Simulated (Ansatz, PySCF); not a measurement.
Al(Cl)2(OEt) (C2H5AlCl2O), SMILES CC[O][Al]([Cl])[Cl]. Atoms are numbered in the order given.

```xyz
11

Al     0.0350     0.4227     0.1864
Cl     1.3418     0.9027    -1.3713
Cl    -1.3577     1.8242     0.8344
O      0.0816    -1.0752     0.9397
C      0.7141    -2.3127     0.7698
C      0.3416    -2.9660    -0.5448
H      1.8121    -2.1945     0.8313
H      0.4182    -2.9623     1.6116
H      0.6725    -2.3491    -1.3960
H      0.8146    -3.9552    -0.6416
H     -0.7491    -3.0990    -0.6144
```

Geometry: PBE0-D3(BJ)/def2-SVP. Other conformers were not sampled.

Two levels are set side by side: PBE-D3(BJ)/def2-SVP (Ansatz, a quantum-chemistry and plane-wave program) and PBE0-D3(BJ)/def2-SVP (Ansatz). Each level has its own optimised geometry; the coordinates shown are those of the second. Frequencies come from the Hessian of PySCF at each geometry. Differences are taken from unrounded values.

```csv
quantity,PBE0-D3(BJ),PBE-D3(BJ),PBE-D3(BJ) minus PBE0-D3(BJ)
mean bond length (Å),1.427,1.439,0.012
bond Al1–Cl2 (Å),2.089,2.104,0.015
bond Al1–Cl3 (Å),2.079,2.093,0.013
bond Al1–O4 (Å),1.677,1.699,0.021
bond O4–C5 (Å),1.400,1.417,0.017
bond C5–C6 (Å),1.515,1.523,0.009
bond C5–H7 (Å),1.106,1.115,0.009
bond C5–H8 (Å),1.104,1.113,0.009
bond C6–H9 (Å),1.102,1.110,0.008
bond C6–H10 (Å),1.101,1.109,0.008
bond C6–H11 (Å),1.101,1.109,0.008
highest harmonic wavenumber (cm⁻¹),3158,3068,-90
mean harmonic wavenumber (cm⁻¹),1208,1168,-41
zero-point energy (kcal/mol),46.63,45.07,-1.56
```

Exact exchange shortens and stiffens bonds; PBE has none. Differences between two approximate levels are no errors against the true value.
